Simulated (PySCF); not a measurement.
A GIAO shielding run with PySCF 2.14 (density fitting, non-relativistic, gas phase) on `NCC[Si@@H]1CCC(=O)O1`, C$_{5}$H$_{11}$NO$_{2}$Si:

```
$ OMP_NUM_THREADS=1 python probes_run.py task.json out

{"job": {"kind": "nmr", "xc": "PBE0", "basis": "pcSseg-1"}, "charge": 0, "multiplicity": 1}
N     -2.585537     0.370523    -0.943437
C     -2.570405    -0.190096     0.396729
C     -1.256848    -0.922794     0.647089
Si     0.237088     0.236003     0.617302
C      1.207136     0.432670    -1.012687
C      2.647993     0.251347    -0.543880
C      2.672911    -0.524598     0.758769
O      3.633631    -1.071635     1.214056
O      1.495465    -0.518823     1.391221
H     -3.482967     0.802060    -1.136379
H     -1.871587     1.085706    -1.030582
H     -2.714829     0.567952     1.184878
H     -3.402775    -0.897451     0.458744
H     -1.310888    -1.416087     1.617470
H     -1.155776    -1.704523    -0.107107
H      0.037614     1.508413     1.321148
H      0.942111    -0.349791    -1.724442
H      1.080524     1.382850    -1.525893
H      3.103903     1.218253    -0.316045
H      3.288087    -0.249301    -1.269991
```

Hardware: 1 thread of an Intel Xeon, shared host. The job also computes population analyses, field gradients, ring-centre shieldings.

**Question.** How large is the calculation?

**Answer.** 78 electrons, 215 basis functions and 1132 auxiliary functions.

**Question.** How long does it take, and how much memory does it need?

**Answer.** 92 s of wall time, with 14 SCF cycles and 5 response iterations; peak memory 1 GiB. Times on a shared host scatter by some tens of per cent.
